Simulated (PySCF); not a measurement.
## [Pb(H2O)]2+ at several levels of theory

Computed with PySCF 2.14.0 (density fitting, no spin-orbit coupling) at the geometry relaxed with PBE0:

```xyz
4
[Pb(H2O)]2+ (singlet)
Pb    0.0000    0.0000   -0.1204
O     0.0000    0.0000    2.2034
H     0.7817    0.0000    2.7957
H    -0.7817    0.0000    2.7957
```

| level | basis | state | HOMO (eV) | gap (eV) | charge on Pb1 (e) | dipole about the centre of mass (D) | largest force component (eV/Å) |
| --- | --- | --- | --- | --- | --- | --- | --- |
| PBE0 | Pb def2-SVP with ECP60, O def2-SVP, H def2-SVP | singlet | -21.53 | 6.82 | 1.72 | 4.24 | 0.00 |
| M06-L | the same | singlet | -20.04 | 4.99 | 1.73 | 4.14 | 0.18 |
| PBE0 | Pb def2-TZVP with ECP60, O def2-TZVP, H def2-TZVP | singlet | -21.63 | 6.89 | 1.75 | 4.21 | 0.22 |

Charges are Mulliken's, which hang on the basis. The relaxation used the grid (50, 194), these runs (75, 302) or, all-electron (x2c bases, spin-free X2C Hamiltonian), (99, 590).

Task: What does revPBE with Pb def2-SVP with ECP60, O def2-SVP, H def2-SVP give here?

Result: state singlet, HOMO (eV) -19.69, gap (eV) 4.22, charge on Pb1 (e) 1.68, dipole about the centre of mass (D) 4.43, largest force component (eV/Å) 0.39. Time: 0.9 s on 2 threads of Arm Neoverse V2 (shared host), from an already converged density.

In the first row's basis the gap widens with exact exchange: 4.2 to 5.0 eV for revPBE, M06-L (none); 6.8 eV for PBE0 (a fixed share).
